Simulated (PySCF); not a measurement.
**Spinor energies of Xe³⁺ (xenon, charge +3)**

Start: [Kr] 4d10 5s1 5p4; 5s1/2 filled at m_j = +1/2; 5p1/2 filled at m_j = +1/2; 5p3/2 filled at m_j = -1/2, +1/2, +3/2. Calculated with PySCF 2.14 in x2c-TZVPall-2c with one added diffuse shell each of s, p, d, f type (9s10p6d3f, 90 functions): generalised Hartree-Fock with the X2C-1e Hamiltonian and a Gaussian nucleus; one run each with spin-orbit coupling (SO) switched off, then screened by Boettger's factors. This is a chosen level, not necessarily the ground level.

| spinor shell | electrons | ε, spin-free (eV) | ε, screened SO (eV) | weight of nominal j (screened SO) | rms radius, screened SO (bohr) |
| --- | --- | --- | --- | --- | --- |
| 1s1/2 | 2 | -34763.0 | -34758.8 | 1.000 | 0.0305 |
| 2s1/2 | 2 | -5541.8 | -5540.5 | 1.000 | 0.124 |
| 2p1/2 | 2 | -4969.3 | -5195.2 | 1.000 | 0.107 |
| 3s1/2 | 2 | -1204.9 | -1204.5 | 1.000 | 0.326 |
| 3p1/2 | 2 | -1015.7 | -1059.8 | 1.000 | 0.318 |
| 3p3/2 | 4 | -1015.7 | -995.60 | 1.000 | 0.330 |
| 3d3/2 | 4 | -735.43 | -743.07 | 1.000 | 0.302 |
| 3d5/2 | 6 | -735.43 | -729.77 | 1.000 | 0.305 |
| 4s1/2 | 2 | -263.91 | -263.67 | 1.000 | 0.762 |
| 4p1/2 | 2 | -201.48 | -210.33 | 0.999 | 0.795 |
| 4p3/2 | 4 | -201.48 | -197.22 | 0.999 | 0.823 |
| 4d3/2 | 4 | -107.18 | -108.38 | 0.973 | 0.934 |
| 4d5/2 | 6 | -107.18 | -106.07 | 0.982 | 0.941 |
| 5s1/2 | 1 | -61.363 | -61.186 | 1.000 | 1.87 |
| 5p3/2 | 3 | -42.615 | -44.072 | 0.582 | 2.11 |
| 5p1/2 | 1 | -42.615 | -38.765 | 0.545 | 2.19 |

Problem. Where does 2p3/2 lie, and what is the 2p spin-orbit splitting (screened SO)?

Solution. At -4867.7 eV, 327.51 eV above 2p1/2.

| quantity | spin-free | screened SO |
| --- | --- | --- |
| E (hartree) | -7439.62174 | -7442.05432 |
| M_J | 5/2 | 5/2 |
| ⟨J²⟩ | 8.760 | 8.762 |
| ⟨L²⟩ | 2.005 | 2.121 |
| ⟨S²⟩ | 3.755 | 3.709 |

Each row is a mean over spinors that exchange with the open shell spreads, by up to 1.556 eV (5p3/2).

Rows whose weight is well below 1 are mixtures of j = l ± 1/2: exchange outweighs spin-orbit coupling there, and the label is only the starting occupation.

Breit and QED terms are absent; they matter most for the inner s and p1/2 levels.

Densities and radii are taken from the X2C orbitals without a picture-change correction, which distorts them close to the nucleus.

Without spin-orbit coupling the j labels of p, d and f shells carry no meaning; the spin-free column gives the mean over the occupied spinors of each nl shell.
